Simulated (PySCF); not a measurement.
O₂P₂, SMILES o1p2p1o2.

Coordinates come from a B3LYP-D3(BJ)/def2-SVP optimisation.

Two levels are set side by side: TDDFT-PBE/def2-SVPD (PySCF) and ADC(2)/aug-cc-pVDZ (PySCF). Vertical, same geometry; the bases differ. Differences are taken from unrounded values.

| quantity | ADC(2) | TDDFT-PBE | TDDFT-PBE minus ADC(2) |
|---|---|---|---|
| lowest singlet excitation (eV) | 2.36 | 2.19 | -0.17 |

Functionals without exact exchange tend to place singlet excitations lower, as here. Differences between two approximate levels are no errors against the true value.

Rough cost on one machine, each run with all the roots and properties that it gave: ADC(2) against TDDFT-PBE about 20 times.
